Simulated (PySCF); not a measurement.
# How methods differ on the excitation energy of In

In [Kr] 4d10 5s2 5p1 (2P) → In [Kr] 4d10 5s1 5p1 6s1 (4P), as a difference of total energies. Calculation: PySCF 2.14, in dyall-av2z; no relativity, point nucleus. Correlated levels: valence: [Kr] 4d10 frozen; virtual orbitals above 40 to 60 times the deepest correlated orbital energy dropped. The calculations carry no spin-orbit coupling.

```
           method  excitation energy (eV)
              UHF                   6.176
              LDA                   7.980
              PBE                   7.661
             PBE0                   7.444
           r2SCAN                   7.494
            HSE06                   7.479
        CAM-B3LYP                   7.842
    MP2 (valence)                   6.780
SCS-MP2 (valence)                   6.978
```

Task: How much does correlation contribute at MP2 (valence)?

Result: 6.780 − (6.176) = 0.604 eV, measured against UHF.

A first-order spin-orbit estimate (lowest level to lowest level, LS coupling) adds -0.031 eV.

The upper state lies above the first ionisation limit, but in LS coupling its spin forbids autoionisation to the ground ion; at this Z spin-orbit coupling breaks that rule. A Rydberg-like electron needs more diffuse functions than a valence basis has.

The promoted electron is Rydberg-like, and one or two diffuse shells describe it only roughly, which tends to raise the upper state.
